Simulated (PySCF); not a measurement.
A run for PySCF: R-B3LYP/LANL2DZ on H2Se (SMILES [SeH2]).

```python
from pyscf import gto, scf, dft, mp
from pyscf.data.elements import chemcore

mol = gto.M(
    atom='''
    Se    0.85551463    0.68955802    3.20346066
    H     0.41521730   -0.71003064    3.18420468
    H     0.20916268    0.92500782    4.50532222
    ''',
    basis='lanl2dz',
    ecp={'Se': 'lanl2dz'},
    charge=0, spin=0, verbose=3, max_memory=1800)
mf = dft.RKS(mol, xc='b3lyp')
mf.conv_tol = 1e-8
mf.max_cycle = 100
mf.kernel()
if not mf.converged:
    mf = mf.newton().run(mf.mo_coeff, mf.mo_occ)
```

Program output:

```
converged SCF energy = -10.4072793547581
```

The calculation finished and met its thresholds.

Cost: about 0.23 core-seconds (a rough figure).
